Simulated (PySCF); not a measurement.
Gas-phase reaction: Sb2 + 3 H2 ⇌ 2 SbH3

Energies from PySCF, thermal terms from the rigid-rotor harmonic-oscillator model, ideal gas at 1 bar. † marks an energy on the PBE0/def2-TZVP geometry and frequencies. CCSD(T) freezes the core. All species are closed-shell singlets. Sb: scalar-relativistic def2 core potential, no spin-orbit coupling. CCSD(T) isn't extrapolated to the basis-set limit.

r2SCAN/def2-TZVP† gives ΔH°(298 K) = -5 kJ.

Problem. What do PBE0/def2-SVP†, CCSD(T)/def2-SVP†, ωB97M-V/def2-TZVP† give?

Solution. PBE0/def2-SVP†: -37 kJ; CCSD(T)/def2-SVP†: 19 kJ; ωB97M-V/def2-TZVP†: -39 kJ. For scale, ΔH°(298 K) is -5 kJ at this level, -39 kJ at ωB97M-V/def2-TZVP†, and runs from -61 to 64 kJ over the 17 levels computed.
